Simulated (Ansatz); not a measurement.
**Question.** Name a neutral molecule of C, Cl, O, Si and H with HOMO energy (PBE0/def2-TZVPP) between -7.60 and -7.30 eV and size of the dipole moment (B3LYP/def2-TZVPP) between 2.90 and 3.20 D (Ansatz, PBE0-D4/def2-TZVP geometry).

**Answer.** `O=CC[SiH](O)Cl` (-7.58 eV, 2.97 D). Other molecules can fit too; these were computed, each in one conformer that needn't be the lowest.

B3LYP here is the variant with VWN-RPA as its local correlation; programs differ in this.
